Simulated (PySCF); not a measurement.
V(O)2(OH) (HO3V), SMILES [O]=[V](=[O])[OH], multiplicity 1. Atoms are numbered in the order given.

```xyz
5

V     -0.0760    -0.2316     0.0000
O     -0.8701     0.2417     1.2972
O     -0.8701     0.2417    -1.2972
O      1.6673     0.0837     0.0000
H      2.3317     0.7906     0.0000
```
Charge 0, spin multiplicity 1.

Geometry: PBE-D3(BJ)/def2-SVP. The geometry has at least one imaginary mode, so it is a saddle point at that level. The multiplicity is an assumed one; other spin states were not compared. One conformer was computed; it need not be the lowest.

These are PBE-D3(BJ)/def2-SVP run with PySCF values and carry that method's errors.

Frequencies are harmonic and unscaled.

Computed harmonic wavenumbers and intensities:
```tsv
mode	ν (cm⁻¹)	IR (km/mol)	moving atoms (share of kinetic energy)
1	373i	189.9	H 88 %, O 11 %
2	164	45.3	O 46 %, V 35 %, H 19 %
3	256	0.5	O 81 %, V 14 %
4	385	3.7	O 89 %, V 9 %
5	468	179.3	H 68 %, O 26 %
6	778	75.9	O 70 %, V 22 %
7	1058	102.0	O 78 %, V 22 %
8	1060	199.7	O 69 %, V 31 %
9	3816	220.8	H 94 %
```
